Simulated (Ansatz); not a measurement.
Relaxation of FH5O3STi (11 atoms, charge 0, multiplicity 1), to a largest force component of 0.03 eV/Å in at most 50 steps.

All numbers below come from RKS PBE0-D4/def2-SVP (Ansatz).

```xyz
11
Properties=species:S:1:pos:R:3
Ti -0.115 -0.086 0.033
F -0.264 -0.071 1.832
O 1.602 -0.164 -0.452
H 2.083 -0.902 -0.841
O -0.928 1.285 -0.739
H -1.813 1.368 -1.108
O -0.908 -1.580 -0.468
H -1.333 -2.308 -0.002
S 1.721 2.531 1.689
H 2.452 1.612 1.015
H 1.012 1.546 2.340
```

Q: Where does it end, and by what steps?

A: It converged. After 13 steps the energy has fallen by 0.039 eV; S9 moved furthest, 0.31 Å.

```tsv
step	energy less start (eV)	largest force component (eV/Å)	accepted
0	0.0000	0.795	yes
1	-0.0234	0.437	yes
2	-0.0328	0.133	yes
3	-0.0355	0.091	yes
4	-0.0364	0.035	yes
5	-0.0367	0.034	yes
6	-0.0371	0.046	yes
7	-0.0375	0.067	yes
8	-0.0380	0.095	yes
9	-0.0385	0.099	yes
10	-0.0388	0.057	yes
11	-0.0391	0.060	yes
12	-0.0393	0.042	yes
13	-0.0394	0.021	yes
```

```xyz
11
Properties=species:S:1:pos:R:3
Ti -0.180 -0.121 0.011
F -0.333 -0.017 1.765
O 1.552 -0.088 -0.438
H 2.135 -0.821 -0.662
O -1.014 1.233 -0.762
H -1.873 1.342 -1.180
O -0.900 -1.654 -0.469
H -1.381 -2.403 -0.108
S 1.998 2.514 1.838
H 2.320 1.627 0.870
H 1.183 1.619 2.435
```

Whether the end is a true minimum wasn't checked by a vibrational analysis.

The run took 40 s on 4 threads of Arm Neoverse V2, with other jobs on the host, peak memory 0.36 GiB.
